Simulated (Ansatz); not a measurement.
All numbers were calculated with Ansatz.

A structure relaxed at PBE0-D4/def2-TZVP, charge 0, multiplicity 1:

Cartesian coordinates in Å:
```
O -0.150 -0.454 -1.975
Si -0.213 -0.652 -0.327
Si 1.910 -0.267 0.583
Al -1.912 0.863 0.581
Cl -2.923 1.873 -0.980
H -0.881 0.024 -2.372
H -0.582 -2.062 0.016
H 2.946 -1.147 -0.021
H 2.316 1.152 0.389
H 1.841 -0.538 2.046
H -2.352 1.206 2.060
```

(1) Give its formula and SMILES.

(2) Summarise the bond lengths by kind.

## Answers

(1) AlClH6OSi2, `O[SiH]([SiH3])[AlH][Cl]`.

(2) 1 × O–Si 1.662 Å; 1 × H–O 0.960 Å; 1 × Si–Si 2.342 Å; 1 × Al–Si 2.451 Å; 4 × H–Si 1.487 to 1.497 Å; 1 × Al–Cl 2.117 Å; 1 × Al–H 1.581 Å.
